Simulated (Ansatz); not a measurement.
`COB(S)OC` and `COB(C)OC` differ in one atom or group.

Ansatz, PBE0-D4/def2-TZVP geometries, multiplicity 1. Each molecule was computed in one conformer, which needn't be the lowest.

```tsv
property	`COB(S)OC`
size of the dipole moment (B3LYP/def2-TZVPP) / D	1.35
HOMO–LUMO gap (ωB97M-V/def2-TZVPP) / eV	11.81
LUMO energy (PBE0/def2-TZVPP) / eV	0.72
size of the dipole moment (PBE/def2-TZVPP) / D	1.33
HOMO energy (ωB97M-V/def2-TZVPP) / eV	-9.59
HOMO energy (PBE/def2-TZVPP) / eV	-6.12
```

Problem. Give the same properties after the change, and the shifts. (Estimate.)

Solution. The calculation gave: 
| property | `COB(C)OC` | shift |
| --- | --- | --- |
| size of the dipole moment (B3LYP/def2-TZVPP) / D | 1.41 | 0.06 |
| HOMO–LUMO gap (ωB97M-V/def2-TZVPP) / eV | 12.70 | 0.89 |
| LUMO energy (PBE0/def2-TZVPP) / eV | 0.93 | 0.21 |
| size of the dipole moment (PBE/def2-TZVPP) / D | 1.34 | 0.01 |
| HOMO energy (ωB97M-V/def2-TZVPP) / eV | -10.52 | -0.93 |
| HOMO energy (PBE/def2-TZVPP) / eV | -6.58 | -0.46 |

With PBE0 the HOMO falls by 0.72 eV and the LUMO rises by 0.21 eV, so the gap widens by about 0.93 eV. PBE moves the HOMO by -0.46 eV and ωB97M-V by -0.93 eV. Dipoles are sizes alone; their direction can turn.

B3LYP here is the variant with VWN-RPA as its local correlation; programs differ in this.
